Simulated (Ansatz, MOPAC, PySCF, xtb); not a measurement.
Scan of CH3 (cation, charge +1), singlet: umbrella (inversion) coordinate, bond length relaxed. Scanned: angle between the C-H bonds and the threefold axis (90 = planar). Other coordinates (C-H bond length) were minimised at B3LYP/def2-TZVP.

Computed with: AM1, restricted, heats of formation (MOPAC); RKS-B3LYP/LANL2DZ = restricted B3LYP/LANL2DZ run with PySCF 2.14.0; GFN1-xTB (xtb); FCI/cc-pVDZ = full CI/cc-pVDZ, frozen core in Ansatz (a quantum-chemistry and plane-wave program).

Energies relative to the lowest point of each profile, in eV; the last columns give the difference from FCI:

```json
[
 {"a / °": "90", "AM1": "0.000", "RKS-B3LYP/LANL2DZ": "0.000", "GFN1-xTB": "0.000", "FCI/cc-pVDZ": "0.000", "AM1 − FCI/cc-pVDZ": "0.000", "RKS-B3LYP/LANL2DZ − FCI/cc-pVDZ": "0.000", "GFN1-xTB − FCI/cc-pVDZ": "0.000"},
 {"a / °": "92.86", "AM1": "0.025", "RKS-B3LYP/LANL2DZ": "0.027", "GFN1-xTB": "0.015", "FCI/cc-pVDZ": "0.027", "AM1 − FCI/cc-pVDZ": "-0.002", "RKS-B3LYP/LANL2DZ − FCI/cc-pVDZ": "-0.001", "GFN1-xTB − FCI/cc-pVDZ": "-0.013"},
 {"a / °": "96.69", "AM1": "0.137", "RKS-B3LYP/LANL2DZ": "0.146", "GFN1-xTB": "0.081", "FCI/cc-pVDZ": "0.149", "AM1 − FCI/cc-pVDZ": "-0.012", "RKS-B3LYP/LANL2DZ − FCI/cc-pVDZ": "-0.003", "GFN1-xTB − FCI/cc-pVDZ": "-0.067"},
 {"a / °": "99.42", "AM1": "0.272", "RKS-B3LYP/LANL2DZ": "0.289", "GFN1-xTB": "0.162", "FCI/cc-pVDZ": "0.295", "AM1 − FCI/cc-pVDZ": "-0.023", "RKS-B3LYP/LANL2DZ − FCI/cc-pVDZ": "-0.006", "GFN1-xTB − FCI/cc-pVDZ": "-0.133"},
 {"a / °": "101.33", "AM1": "0.394", "RKS-B3LYP/LANL2DZ": "0.418", "GFN1-xTB": "0.235", "FCI/cc-pVDZ": "0.426", "AM1 − FCI/cc-pVDZ": "-0.032", "RKS-B3LYP/LANL2DZ − FCI/cc-pVDZ": "-0.008", "GFN1-xTB − FCI/cc-pVDZ": "-0.192"},
 {"a / °": "105.52", "AM1": "0.742", "RKS-B3LYP/LANL2DZ": "0.787", "GFN1-xTB": "0.445", "FCI/cc-pVDZ": "0.800", "AM1 − FCI/cc-pVDZ": "-0.058", "RKS-B3LYP/LANL2DZ − FCI/cc-pVDZ": "-0.014", "GFN1-xTB − FCI/cc-pVDZ": "-0.355"},
 {"a / °": "108.22", "AM1": "1.025", "RKS-B3LYP/LANL2DZ": "1.086", "GFN1-xTB": "0.618", "FCI/cc-pVDZ": "1.103", "AM1 − FCI/cc-pVDZ": "-0.078", "RKS-B3LYP/LANL2DZ − FCI/cc-pVDZ": "-0.018", "GFN1-xTB − FCI/cc-pVDZ": "-0.485"},
 {"a / °": "111.57", "AM1": "1.442", "RKS-B3LYP/LANL2DZ": "1.527", "GFN1-xTB": "0.877", "FCI/cc-pVDZ": "1.548", "AM1 − FCI/cc-pVDZ": "-0.105", "RKS-B3LYP/LANL2DZ − FCI/cc-pVDZ": "-0.021", "GFN1-xTB − FCI/cc-pVDZ": "-0.670"},
 {"a / °": "113.89", "AM1": "1.775", "RKS-B3LYP/LANL2DZ": "1.878", "GFN1-xTB": "1.087", "FCI/cc-pVDZ": "1.900", "AM1 − FCI/cc-pVDZ": "-0.125", "RKS-B3LYP/LANL2DZ − FCI/cc-pVDZ": "-0.022", "GFN1-xTB − FCI/cc-pVDZ": "-0.813"},
 {"a / °": "116.76", "AM1": "2.238", "RKS-B3LYP/LANL2DZ": "2.367", "GFN1-xTB": "1.382", "FCI/cc-pVDZ": "2.387", "AM1 − FCI/cc-pVDZ": "-0.150", "RKS-B3LYP/LANL2DZ − FCI/cc-pVDZ": "-0.021", "GFN1-xTB − FCI/cc-pVDZ": "-1.005"},
 {"a / °": "120.69", "AM1": "2.966", "RKS-B3LYP/LANL2DZ": "3.139", "GFN1-xTB": "1.857", "FCI/cc-pVDZ": "3.148", "AM1 − FCI/cc-pVDZ": "-0.182", "RKS-B3LYP/LANL2DZ − FCI/cc-pVDZ": "-0.009", "GFN1-xTB − FCI/cc-pVDZ": "-1.291"},
 {"a / °": "122.89", "AM1": "3.425", "RKS-B3LYP/LANL2DZ": "3.628", "GFN1-xTB": "2.161", "FCI/cc-pVDZ": "3.623", "AM1 − FCI/cc-pVDZ": "-0.198", "RKS-B3LYP/LANL2DZ − FCI/cc-pVDZ": "0.005", "GFN1-xTB − FCI/cc-pVDZ": "-1.461"},
 {"a / °": "125.70", "AM1": "4.065", "RKS-B3LYP/LANL2DZ": "4.315", "GFN1-xTB": "2.593", "FCI/cc-pVDZ": "4.281", "AM1 − FCI/cc-pVDZ": "-0.216", "RKS-B3LYP/LANL2DZ − FCI/cc-pVDZ": "0.034", "GFN1-xTB − FCI/cc-pVDZ": "-1.688"},
 {"a / °": "128.46", "AM1": "4.756", "RKS-B3LYP/LANL2DZ": "5.065", "GFN1-xTB": "3.070", "FCI/cc-pVDZ": "4.987", "AM1 − FCI/cc-pVDZ": "-0.231", "RKS-B3LYP/LANL2DZ − FCI/cc-pVDZ": "0.078", "GFN1-xTB − FCI/cc-pVDZ": "-1.917"},
 {"a / °": "132", "AM1": "5.735", "RKS-B3LYP/LANL2DZ": "6.143", "GFN1-xTB": "3.765", "FCI/cc-pVDZ": "5.978", "AM1 − FCI/cc-pVDZ": "-0.243", "RKS-B3LYP/LANL2DZ − FCI/cc-pVDZ": "0.164", "GFN1-xTB − FCI/cc-pVDZ": "-2.213"}
]
```

AM1 is furthest from FCI/cc-pVDZ at 132 (-0.243 eV, below); its mean absolute difference over the points is 0.110 eV.

RKS-B3LYP/LANL2DZ is furthest from FCI/cc-pVDZ at 132 (0.164 eV, above); its mean absolute difference over the points is 0.027 eV.

GFN1-xTB is furthest from FCI/cc-pVDZ at 132 (-2.213 eV, below); its mean absolute difference over the points is 0.820 eV.
